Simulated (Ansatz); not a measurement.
Si(H)2(NHSiH3)(Me) (CH₉NSi₂), SMILES C[SiH2]N[SiH3]. Atoms are numbered in the order given.

```xyz
13

Si     1.1368    -0.4683     0.6658
C      1.5778     1.2292     0.0083
N     -0.4988    -0.8387     0.1824
Si    -1.6123     0.1255    -0.7431
H      2.0960    -1.4904     0.1340
H      1.2721    -0.4918     2.1587
H      0.9067     2.0025     0.4135
H      1.5196     1.2606    -1.0909
H      2.6070     1.4909     0.2986
H     -0.8638    -1.7400     0.4765
H     -1.9212     1.4357    -0.0875
H     -1.0994     0.4398    -2.1143
H     -2.8784    -0.6568    -0.8718
```
Charge 0, spin multiplicity 1.

Geometry: PBE0-D3(BJ)/def2-SVP. Other conformers were not sampled.

Two levels are set side by side: PBE-D3(BJ)/def2-SVP (Ansatz, an electronic-structure program) and PBE0-D3(BJ)/def2-SVP (Ansatz). Each level has its own optimised geometry; the coordinates shown are those of the second. Differences are taken from unrounded values.

```
quantity              PBE0-D3(BJ)
--------------------  -----------
mean bond length (Å)        1.430
bond Si1–C2 (Å)             1.873
bond Si1–N3 (Å)             1.745
bond N3–Si4 (Å)             1.740
bond Si1–H5 (Å)             1.499
bond Si1–H6 (Å)             1.499
bond C2–H7 (Å)              1.101
bond C2–H8 (Å)              1.101
bond C2–H9 (Å)              1.101
bond N3–H10 (Å)             1.016
bond Si4–H11 (Å)            1.497
bond Si4–H12 (Å)            1.497
bond Si4–H13 (Å)            1.494
```

Question: What does PBE-D3(BJ) give, and how far is it from PBE0-D3(BJ)? (Estimate from the structure and the level; the computed values follow.)

Answer: 
| quantity | PBE-D3(BJ) | PBE-D3(BJ) minus PBE0-D3(BJ) |
|---|---|---|
| mean bond length (Å) | 1.441 | 0.010 |
| bond Si1–C2 (Å) | 1.884 | 0.011 |
| bond Si1–N3 (Å) | 1.758 | 0.013 |
| bond N3–Si4 (Å) | 1.752 | 0.013 |
| bond Si1–H5 (Å) | 1.510 | 0.011 |
| bond Si1–H6 (Å) | 1.510 | 0.011 |
| bond C2–H7 (Å) | 1.109 | 0.008 |
| bond C2–H8 (Å) | 1.109 | 0.008 |
| bond C2–H9 (Å) | 1.109 | 0.008 |
| bond N3–H10 (Å) | 1.024 | 0.008 |
| bond Si4–H11 (Å) | 1.508 | 0.011 |
| bond Si4–H12 (Å) | 1.508 | 0.011 |
| bond Si4–H13 (Å) | 1.504 | 0.010 |

Exact exchange shortens and stiffens bonds; PBE has none. Differences between two approximate levels are no errors against the true value.
